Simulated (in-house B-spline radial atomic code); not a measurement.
Results of a calculation; reference values are marked as such.
Softness against transferability: the 5s channel of I

I, [Kr] 4d10 5s2 5p5, non-relativistic PBE, spherical and spin-unpolarised, from a B-spline radial code for spherical atoms (atomic units). The all-electron 5s level is ε = -0.588586 hartree, its outermost node lies just inside 0.93 bohr and its outer maximum at 1.78 bohr.

Troullier-Martins pseudo-orbitals are made for several radii. The cutoffs (hartree) are the plane-wave energies beyond which the orbital holds less than the named kinetic energy per electron. The phase error is the difference, pseudo minus all-electron, of arctan(R P'/P) at R = 2.8 bohr for all radii, half a hartree below and above the level.

| r_c (bohr) | V_l(0) (hartree) | cutoff for 10 mEh | for 1 mEh | for 0.1 mEh | phase error at ε − 0.5 (mrad) | at ε + 0.5 (mrad) |
| --- | --- | --- | --- | --- | --- | --- |
| 1.34 | -10.85 | 20.5 | 61.4 | 119 | -3.5 | -19.0 |
| 1.55 | -1.14 | 11.9 | 28.3 | 52 | -1.4 | -3.3 |
| 1.78 | 2.86 | 5.64 | 15 | 27.7 | -0.9 | -2.0 |
| 2.01 | 2.37 | 5.51 | 14.6 | 26.5 | -1.1 | -2.3 |
| 2.25 | 1.12 | 4.87 | 12.5 | 22.6 | -2.2 | -4.7 |
| 2.5 | 0.25 | 4.15 | 10.4 | 17.3 | -5.0 | -10.4 |

Question: Which radius needs the lowest cutoff for 0.1 mEh while both phase errors stay within 4.8 mrad?

Answer: The radii within that limit are 1.55, 1.78, 2.01, 2.25 bohr; of these r_c = 2.25 needs the least, 22.6 hartree, that is 45.2 Ry or 615 eV.

Question: What does the larger radius buy, and what does it cost?

Answer: From r_c = 1.34 to 2.5 bohr the cutoff for 1 mEh goes from 61.4 to 10.4 hartree, a factor of 5.90, against 3.48 for a pure 1/r_c² scaling, end to end; step by step it is 61.4, 28.3, 15, 14.6, 12.5, 10.4, and for 0.1 mEh 119, 52, 27.7, 26.5, 22.6, 17.3; the number of plane waves goes as the cutoff to the power 3/2, here a factor of 14.3. The larger of the two phase errors is least at r_c = 1.78 bohr, 2.0 mrad; it is 19.0 at the smallest radius and 10.4 at the largest. These errors test the reference atom alone. The smallest radius lies well inside the outer maximum, where the nodeless form must bend sharply to keep the norm, so it is both harder and scatters less well than the next. Large radii also let the cores of neighbours overlap, which an atom doesn't show.
